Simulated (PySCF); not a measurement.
## Identify the compound

Molecular formula: C$_{5}$H$_{9}$OPSi. Simulated spectra:

¹H NMR (300 MHz, computed): δ 4.78 (m, 1H), 2.34 (s, 3H), 1.38 (m, 2H), 0.48 (m, 3H).

¹³C{¹H} NMR (computed): δ 187.2 (C), 111.5 (C), 101.8 (C), 36.6 (CH3), -1.6 (CH3).

- GIAO PBE0/pcSseg-1 shieldings
- geometry from GFN2-xTB
- code: PySCF
- no solvent model, relativity neglected, rapidly exchanging positions averaged, single conformer

Chemical shifts δ = σref − σ; ¹H (σ = 31.72 ppm), ¹³C (σ = 186.93 ppm) against TMS, all at this level.

Which candidate is it?
A. CC1=C[P@@H](=O)C([SiH3])=C1
B. C=CO[Si@@H](P)C#CC
C. CC(=O)C#C[Si@@H](C)P
D. Cc1coc([SiH2]P)c1
E. P[SiH2]Cc1ccco1
F. C[P@]1(=O)C=CC=C1[SiH3]

Results:

C. 

- 5 carbon signals for 5 carbons: no two carbons are equivalent.
- Carbon types of the structure: 3 × C, 2 × CH3, leaving 3 H on heteroatoms.
- δC 187.2: carbonyl carbon of an ynone.
- δC 111.5, 101.8: alkyne carbon.
- δC -1.6: methyl carbon bonded to Si; an electropositive neighbour leaves it electron-rich and shielded.
- δH 2.34: hydrogen on a methyl carbon α to a carbonyl; α to C=O.
- δH 0.48: hydrogen on a methyl carbon bonded to Si; an electropositive neighbour shields it, as in TMS itself.

The others: CC1=C[P@@H](=O)C([SiH3])=C1 would give 5 signals for carbon-bound and other non-exchanging H, not 4; P[SiH2]Cc1ccco1 would give 6 signals for carbon-bound and other non-exchanging H, not 4; Cc1coc([SiH2]P)c1 would give 5 signals for carbon-bound and other non-exchanging H, not 4; C[P@]1(=O)C=CC=C1[SiH3] would give 5 signals for carbon-bound and other non-exchanging H, not 4; C=CO[Si@@H](P)C#CC would give 6 signals for carbon-bound and other non-exchanging H, not 4.

Splittings by ³¹P in the carbon and heteronuclear signals aren't shown, as no couplings were computed. Shifts are as computed. Against solution values, carbons near 30 ppm lie about +3 ppm off and those near 130 ppm about +5 ppm. Of 1309 compounds with measured shifts, 239 miss one by over three times the rms of a fit or turn the order of signals round; such compounds aren't used in these exercises. Multiplicities follow the n + 1 count of equivalent neighbours, as no J values were calculated; m marks all less simple cases, F and P coupling included.
